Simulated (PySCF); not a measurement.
A series of related molecules.

All values: CAM-B3LYP/def2-SVPD (PySCF) at GFN2-xTB geometries, gas phase, one conformer each. Core orbitals are frozen in the response; Δα² is half the sum of the squared differences of the principal polarisabilities.

(1) Rank by dipole moment, highest first.
A. `[N:1]#[C:2][SiH2:3][SiH2:4][CH2:5][CH:6]([Cl:7])[Cl:8]` with C2–Si3–Si4–C5 -23°, Si3–Si4–C5–C6 -82°, Si4–C5–C6–Cl7 54°
B. `[CH:1]#[C:2][Si@H:3]([C:4]#[N:5])[SiH2:6][CH:7]([Cl:8])[Cl:9]` with C2–Si3–Si6–C7 -126°, Si3–Si6–C7–Cl8 58°
C. `[N:1]#[C:2][CH2:3][SiH2:4][CH:5]([Cl:6])[Cl:7]` with C2–C3–Si4–C5 -57°, C3–Si4–C5–Cl6 178°
D. `[N:1]#[C:2][SiH2:3][SiH2:4][SiH:5]([Cl:6])[Cl:7]` with C2–Si3–Si4–Si5 82°, Si3–Si4–Si5–Cl6 56°

(2) Rank by HOMO energy, highest first.
A. `N#C[SiH2][SiH2]CC(Cl)Cl`
B. `N#CC[SiH2]C(Cl)Cl`
C. `ClC(Cl)[SiH2][SiH2][SiH2]C#N`

Results:

(1) A (4.91 D), D (4.41 D), B (4.04 D), C (3.54 D).

(2) C (-9.58 eV), B (-9.85 eV), A (-10.19 eV).

All values together:

```json
{"SMILES": "N#C[SiH2][SiH2]C(Cl)Cl", "change": "parent", "formula": "C2H5Cl2NSi2", "μ (D)": "4.28", "HOMO (eV)": "-9.91", "LUMO (eV)": "-0.29", "α (Å³)": "15.86", "Δα (Å³)": "3.33", "electrons": "86", "α per electron (Å³)": "0.184"}
{"SMILES": "N#C[SiH2][SiH2]CC(Cl)Cl", "change": "CH2 inserted into a Si-C bond", "formula": "C3H7Cl2NSi2", "μ (D)": "4.91", "HOMO (eV)": "-10.19", "LUMO (eV)": "0.03", "α (Å³)": "17.72", "Δα (Å³)": "4.38", "electrons": "94", "α per electron (Å³)": "0.189"}
{"SMILES": "N#C[SiH2][SiH2][SiH2]C(Cl)Cl", "change": "SiH2 inserted into a Si-Si bond", "formula": "C2H7Cl2NSi3", "μ (D)": "4.17", "HOMO (eV)": "-9.58", "LUMO (eV)": "-0.39", "α (Å³)": "20.22", "Δα (Å³)": "5.76", "electrons": "102", "α per electron (Å³)": "0.198"}
{"SMILES": "N#C[SiH2][SiH2][SiH](Cl)Cl", "change": "C replaced by Si", "formula": "CH5Cl2NSi3", "μ (D)": "4.41", "HOMO (eV)": "-9.95", "LUMO (eV)": "-0.46", "α (Å³)": "18.15", "Δα (Å³)": "3.47", "electrons": "94", "α per electron (Å³)": "0.193"}
{"SMILES": "N#CC[SiH2]C(Cl)Cl", "change": "Si replaced by C", "formula": "C3H5Cl2NSi", "μ (D)": "3.54", "HOMO (eV)": "-9.85", "LUMO (eV)": "0.45", "α (Å³)": "13.51", "Δα (Å³)": "2.24", "electrons": "78", "α per electron (Å³)": "0.173"}
{"SMILES": "C#C[Si@H](C#N)[SiH2]C(Cl)Cl", "change": "H on Si replaced by ethynyl", "formula": "C4H5Cl2NSi2", "μ (D)": "4.04", "HOMO (eV)": "-9.87", "LUMO (eV)": "-0.50", "α (Å³)": "18.89", "Δα (Å³)": "5.17", "electrons": "98", "α per electron (Å³)": "0.193"}
```

Conformers: `[N:1]#[C:2][SiH2:3][SiH2:4][CH:5]([Cl:6])[Cl:7]` with C2–Si3–Si4–C5 -94°, Si3–Si4–C5–Cl6 -62°; `[N:1]#[C:2][SiH2:3][SiH2:4][CH2:5][CH:6]([Cl:7])[Cl:8]` with C2–Si3–Si4–C5 -23°, Si3–Si4–C5–C6 -82°, Si4–C5–C6–Cl7 54°; `[N:1]#[C:2][SiH2:3][SiH2:4][SiH2:5][CH:6]([Cl:7])[Cl:8]` with C2–Si3–Si4–Si5 24°, Si3–Si4–Si5–C6 23°, Si4–Si5–C6–Cl7 163°; `[N:1]#[C:2][SiH2:3][SiH2:4][SiH:5]([Cl:6])[Cl:7]` with C2–Si3–Si4–Si5 82°, Si3–Si4–Si5–Cl6 56°; `[N:1]#[C:2][CH2:3][SiH2:4][CH:5]([Cl:6])[Cl:7]` with C2–C3–Si4–C5 -57°, C3–Si4–C5–Cl6 178°; `[CH:1]#[C:2][Si@H:3]([C:4]#[N:5])[SiH2:6][CH:7]([Cl:8])[Cl:9]` with C2–Si3–Si6–C7 -126°, Si3–Si6–C7–Cl8 58°.

Give the shifts from the parent, `N#C[SiH2][SiH2]C(Cl)Cl`.

```
                      SMILES  change in μ (D)  change in HOMO (eV)  change in LUMO (eV)  change in mean α (Å³)
     N#C[SiH2][SiH2]CC(Cl)Cl            +0.63                -0.28                +0.32                  +1.86
N#C[SiH2][SiH2][SiH2]C(Cl)Cl            -0.11                +0.33                -0.10                  +4.36
  N#C[SiH2][SiH2][SiH](Cl)Cl            +0.13                -0.04                -0.17                  +2.29
           N#CC[SiH2]C(Cl)Cl            -0.74                +0.06                +0.74                  -2.35
 C#C[Si@H](C#N)[SiH2]C(Cl)Cl            -0.24                +0.04                -0.21                  +3.03
```

How closely does the mean polarisability follow the number of electrons in this set?

The correlation coefficient is 1.00; α per electron runs from 0.173 to 0.198 Å³.
